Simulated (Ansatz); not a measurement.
Molecule: FeCl2 (charge 0, quintet). The spin state was set by rule; other spins were not relaxed. SMILES: [Cl][Fe][Cl]
Coordinates optimised at B3LYP-D3(BJ)/def2-TZVP (Ansatz, a quantum-chemistry and plane-wave program):
```xyz
3

Fe     0.0000     0.0000     0.0000
Cl     0.0000     0.0000    -2.1444
Cl     0.0000     0.0000     2.1444
```
Charge 0, spin multiplicity 5.

Parts of the frozen-core correlation energy in def2-SVPD (Ansatz, hartree). Frozen orbitals: 19; correlated occupied orbitals by spin: 13 and 9; virtual: 56 and 60. Open shells are spin-unrestricted. Spin-orbit coupling is left out. No relativistic terms.

| term | value |
|---|---|
| reference (HF) | -2181.15042 |
| MP2 opposite-spin | (withheld) |
| MP2 same-spin | (withheld) |
| CCSD correlation | -0.43942 |
| (T) | (withheld) |
| T1 diagnostic | 0.020 |
| largest doubles amplitude | 0.027 |
| <S^2> of the reference | 6.014 |

### Question
Some entries are withheld; supply them.

### Answer

- MP2 opposite-spin, value: -0.27041
- MP2 same-spin, value: -0.13748
- (T), value: -0.01184
